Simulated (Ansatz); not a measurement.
Input for Ansatz (a program for electronic structure):
Ansatz 0.2 input:
```yaml
crystal:
  periodic: [false, false, false]
  atoms:
    - {symbol: Sb, position_ang: [-0.00000000, -0.00000000, -1.26045579]}
    - {symbol: Sb, position_ang: [0.00000000, 0.00000000, 1.26045579]}
basis:
  gaussian:
    orbitals: def2-TZVP
hamiltonian:
  xc: cam_b3lyp
total_charge: -1
magnetization: {spin_polarized: true, initial_magnetization: 1}
accuracy: high
```

Q: What does this run give for the number of basis functions, <S^2>, total energy?

A: 
The number of basis functions is 100 and the <S^2> is 0.757. The total energy is -480.545260 Ha.

A gas-phase anion may not be bound at this level; its values then depend on the basis.
